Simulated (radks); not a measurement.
The gold anion Au- inside a hard spherical wall (all orbitals vanish at R), configuration held at [Hg] and not refilled when levels cross. Calculated with a radial shooting solver on a logarithmic mesh with Libxc functionals: scalar-relativistic Kohn-Sham, LDA (Slater exchange, VWN5 correlation), spin-polarised, spherical densities, finite nucleus; Fermi nuclear charge, rms radius 5.4371 fm. Eigenvalues in eV for spin up, with the zero of energy where the potential of the charges vanishes at infinity; a dash marks a level that is unbound or too diffuse for the functional's potential to be trusted. A positive occupied level is held by the wall or, in an anion where self-interaction has pushed it up, behind a barrier. The pressure on the wall is -dE/dV.

| R (bohr) | E (hartree) | kinetic (hartree) | e(4f) | e(5p) | e(5d) | e(6s) | e(7s, empty) | e(6p, empty) | pressure (GPa) |
|---|---|---|---|---|---|---|---|---|---|
| 20 | -18997.2644 | 21237.651 | -74.619 | -53.002 | -0.060 | 0.280 | 2.401 | 2.521 | < 0.0001 |
| 12 | -18997.2640 | 21237.654 | -74.564 | -52.946 | -0.004 | 0.330 | 4.325 | 3.732 | 0.00474 |
| 8 | -18997.2553 | 21237.711 | -74.086 | -52.464 | 0.461 | 0.774 | 8.803 | 5.298 | 0.286 |
| 7 | -18997.2422 | 21237.785 | -73.628 | -52.007 | 0.891 | 1.208 | 11.799 | 6.259 | 0.979 |
| 2.5 | -18990.9390 | 21262.296 | -33.424 | -17.721 | 36.102 | 56.981 | 196.97 | 82.174 | 4550 |
| 2 | -18979.1454 | 21304.947 | 2.285 | 12.051 | 72.213 | 130.18 | 376.21 | 170.15 | 24500 |
